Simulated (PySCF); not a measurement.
# C₆ coefficients of unlike pairs at r2SCANh

Calculated with PySCF 2.14 from the dipole response of each species, C₆(A,B) = (3/π) ∫ α_A(iu) α_B(iu) du, in atomic units, from isotropic polarisabilities. For ions this is the dispersion term alone; charge-induced terms of lower order in 1/R come first.

```csv
species,configuration,basis,relativity,α (bohr³),C₆ (like pair)
Cl+,[Ne] 3s2 3p4 (3P),aug-cc-pVTZ-DK (6s5p3d2f),spin-free X2C,8.610,41.93
Ne(2+),[He] 2s2 2p4 (3P),"x2c-TZVPPall with one added diffuse shell each of s, p, d type (6s4p3d1f)",spin-free X2C,0.8552,1.085
Mn+,[Ar] 3d5 4s1 (7S),"x2c-QZVPPall with one added diffuse shell each of s, p, d, f, g type (12s8p6d5f3g)",spin-free X2C,29.64,161.6
I(3+),[Kr] 4d10 5s2 5p2 (3P),aug-cc-pVTZ-DK3 (8s7p5d2f),spin-free X2C,10.23,56.17
```

(1) Estimate C₆ for I(3+) with Ne(2+).

No spin-orbit coupling is included.

The other pairs:

```csv
pair,C₆
"I(3+), Mn+",86.98
"I(3+), Cl+",48.49
"Ne(2+), Cl+",5.982
"Mn+, Ne(2+)",9.495
"Mn+, Cl+",74.50
```

Results:

(1) The integral gives 6.966. The combination rule 2 C_A C_B / (C_A α_B/α_A + C_B α_A/α_B) gives 6.897 and the geometric mean 7.808.
